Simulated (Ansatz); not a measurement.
Molecule: GaI₂, net charge -1, singlet state. SMILES of the parent species: [I][Ga][I]
Structure (B3LYP-D3(BJ)/def2-TZVP (Ansatz, a first-principles code) minimum search):
```
Ga
I 1 2.8419
I 1 2.8419 2 103.06
```
Charge -1, spin multiplicity 1.

Give the harmonic wavenumbers at B3LYP-D3(BJ)/def2-TZVP (Ansatz, finite differences of forces, unscaled).

43, 134, 150 cm⁻¹. Zero-point energy 0.5 kcal/mol.

From these and the geometry, give the ideal-gas thermochemistry at 298.15 K and 1 atm (rigid rotor, harmonic oscillator).

Point group C2v, rotational symmetry number 2. Rotational constants 2.956, 0.4022, 0.354 GHz. S(trans) 43.22, S(rot) 29.64, S(vib) 10.68, S(elec, spin only) 0.00, S 83.5 cal/(mol K). H(298) - H(0) 3.73 kcal/mol; G - E(el) -20.7 kcal/mol.
